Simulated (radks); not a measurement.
Spherical jellium clusters: N electrons in a uniform positive sphere of charge N and radius rs N^(1/3), rs = 2.28 bohr. Level of theory: non-relativistic Kohn-Sham, LDA (Slater exchange, Perdew-Wang correlation), spin-polarised, spherical densities (a radial shooting solver with Libxc functionals). Levels are named by radial order and angular momentum (1s, 1p, 1d, 2s, ...), and open shells are averaged over m. Each electron was tried in the lowest free levels, single moves between levels near the top were tried too, and the lowest total energy was kept; such a search can miss a lower state. Energies include the self-energy of the background; IP and EA are vertical (highest electron removed, lowest free level filled), at fixed background; spill-out counts the electrons outside the background radius R, and alpha is the static dipole polarisability from linear response (closed shells only). A dash means not computed or, for alpha, an open shell; in EA it means that no bound solution was reached, which is typical of self-interaction and does not show that the anion is unstable. Real open-shell clusters deform, which this model forbids.

\begin{tabular}{lrrrrrrr}
N & open shells & 2S & E/N (eV) & E(N+1) + E(N-1) - 2E(N) (eV) & IP (eV) & EA (eV) & -e(HOMO) (eV) \\ \hline
1 & 1s(up 1, down 0) & 1 & -0.105 & - & - & - & 4.123 \\
2 & none & 0 & -0.955 & 2.578 & 7.944 & - & 4.860 \\
3 & 1p(up 1, down 0) & 1 & -0.379 & -1.014 & 4.705 & - & 2.405 \\
4 & 1p(up 2, down 0) & 2 & -0.345 & -0.974 & 5.890 & - & 3.408 \\
5 & 1p(up 3, down 0) & 3 & -0.519 & 0.331 & 6.644 & - & 4.120 \\
6 & 1p(up 3, down 1) & 2 & -0.580 & -0.811 & 6.052 & - & 3.769 \\
7 & 1p(up 3, down 2) & 1 & -0.739 & -0.629 & 6.715 & 2.237 & 4.390 \\
8 & none & 0 & -0.938 & 3.076 & 7.176 & - & 4.853 \\
9 & 1d(up 1, down 0) & 1 & -0.750 & -0.493 & 3.943 & - & 1.995 \\
10 & 1d(up 2, down 0) & 2 & -0.649 & -0.479 & 4.533 & - & 2.557 \\
11 & 1d(up 3, down 0) & 3 & -0.610 & -0.445 & 5.006 & - & 3.018 \\
12 & 1d(up 4, down 0) & 4 & -0.615 & -0.404 & 5.396 & - & 3.406 \\
13 & 1d(up 5, down 0) & 5 & -0.650 & 0.296 & 5.723 & - & 3.739 \\
14 & 1d(up 5, down 0) 2s(up 1, down 0) & 6 & -0.658 & 0.015 & 5.342 & - & 3.533 \\
15 & 1d(up 5, down 1) 2s(up 1, down 0) & 5 & -0.665 & -0.531 & 5.452 & 1.826 & 3.593 \\
16 & 1d(up 5, down 3) & 2 & -0.704 & -0.352 & 5.785 & 2.114 & 3.906 \\
17 & 1d(up 5, down 4) & 1 & -0.759 & -0.289 & 6.045 & 2.382 & 4.174 \\
18 & none & 0 & -0.824 & 0.225 & 6.270 & 2.267 & 4.409 \\
19 & 2s(up 1, down 0) & 1 & -0.871 & 0.213 & 5.981 & 2.195 & 4.197 \\
20 & none & 0 & -0.902 & 1.969 & 5.806 & - & 4.080 \\
21 & 1f(up 1, down 0) & 1 & -0.836 & -0.282 & 3.903 & - & 2.222 \\
22 & 1f(up 2, down 0) & 2 & -0.789 & -0.268 & 4.184 & - & 2.505 \\
23 & 1f(up 3, down 0) & 3 & -0.758 & -0.253 & 4.433 & - & 2.759 \\
24 & 1f(up 4, down 0) & 4 & -0.740 & - & 4.658 & - & 2.989 \\
\end{tabular}

All shells are closed at N = 2, 8, 18, 20 (there: 1s2 1p6 1d10 2s2); the second difference of the energy has clear peaks (12 % above both neighbours; the first and last values, which can be the largest, are not judged, and half-filled shells can peak too) at N = 5, 8, 13, 20.
